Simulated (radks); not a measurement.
Values are calculated unless marked as measured or tabulated.
Species: Cd4+. Configuration: [Kr] 4d8 (the NIST ground configuration). Code: a radial shooting solver on a logarithmic mesh with Libxc functionals. Model: scalar-relativistic Kohn-Sham, r2SCAN, spin-unpolarised, spherical densities, finite nucleus; meta-GGA in the generalised Kohn-Sham scheme; Fermi nuclear charge, rms radius 4.6087 fm.

Normalised radial functions P(r) = r R(r), r in bohr:

r,4p,5p
0.00323,0.0067,0.0026
0.004976,0.0144,0.0055
0.007604,0.0300,0.0116
0.01162,0.0611,0.0235
0.01775,0.1187,0.0457
0.02713,0.2131,0.0820
0.04146,0.3361,0.1292
0.06335,0.4208,0.1613
0.0968,0.3145,0.1192
0.1479,-0.1061,-0.0442
0.226,-0.5898,-0.2265
0.3454,-0.4376,-0.1490
0.5278,0.5133,0.2273
0.8064,1.1784,0.3620
1.232,0.8181,-0.1308
1.883,0.2313,-0.6867
2.877,0.0213,-0.6247
4.397,0.0004,-0.1955
6.719,0.0000,-0.0160

4p: eigenvalue -122.07 eV, 2 radial nodes at r = 0.136, 0.430 bohr, <r> = 0.945 bohr, 90 % of the charge inside 1.39 bohr. 5p (empty): eigenvalue -33.521 eV, 3 radial nodes at r = 0.135, 0.416, 1.13 bohr, <r> = 2.45 bohr, 90 % of the charge inside 3.51 bohr.
